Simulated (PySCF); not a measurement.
# Correlation energy of P⁺ (phosphorus, charge +1)

[Ne] 3s2 3p2, high-spin 3P determinant. Calculation: PySCF 2.14, in cc-pVDZ-DK (4s3p1d, 18 functions); the spin-free X2C one-electron Hamiltonian (Gaussian nucleus). Frozen: [Ne]; 4 electrons correlated.

MP2 pair energies summed by pair of shells (mhartree):

```
 pair  energy  share (%)
3s-3p  -29.67       60.1
3s-3s  -14.54       29.4
3p-3p   -5.17       10.5
```

Total MP2 correlation energy: -49.39 mhartree.

Same-spin part -8.13 and opposite-spin part -41.26 mhartree; SCS-MP2 scales them by 1/3 and 6/5 to -52.23 mhartree.

| level | correlation energy (mhartree) |
| --- | --- |
| CCSD | -69.85 |
| (T) | -0.91 |
| CCSD(T) | -70.76 |

Diagnostics: T1 = 0.0079, D1 = 0.0214, largest double amplitude 0.106.

Cost of the coupled-cluster step: 0.14 s of wall time on 1 thread of Neoverse-N1 (shared host), for 4 correlated electrons.
